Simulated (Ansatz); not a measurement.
Reaction (redistribution): `SB(S)Br` + `CC[CH2][ZnH]` → `CCB(S)Br` + `S[CH2][ZnH]`

Program: Ansatz. Geometries: PBE0-D4/def2-TZVP. ΔE: electronic, gas phase. CCSD(T)/CBS is the MP2 limit (def2-TZVPP, def2-QZVPP) plus CCSD(T) − MP2 in def2-TZVPP, frozen cores. DFT in def2-TZVPP. For Br, Zn outer-core shells are correlated without core-valence functions, which leaves a few kJ/mol of doubt a bond. Scalar relativity is left out up to krypton. One conformer a species, not always the lowest.

```csv
level,ΔE (kJ/mol)
r2SCAN-D4,65.7
PBE0,64.4
MP2/def2-TZVPP,69.2
SCS-MP2/def2-TZVPP,66.7
CCSD/def2-TZVPP,63.4
HF/CBS(def2),55.4
MP2/CBS(def2),66.1
CCSD/CBS(def2),60.3
```

Task: What does CCSD(T)/CBS give? (An estimate is asked.)

Result: The calculation gave: +61.9 kJ/mol. The listed levels differ from it by 3.8, 2.5, 7.3, 4.8, 1.5, -6.5, 4.2, -1.6 kJ/mol.

Largest T1 diagnostic among the species: 0.014.

In def2-TZVPP, CCSD(T) changes the Hartree–Fock value by +8.2 kJ/mol (the triples alone add +1.6 kJ/mol) and MP2 by +12.3 kJ/mol.
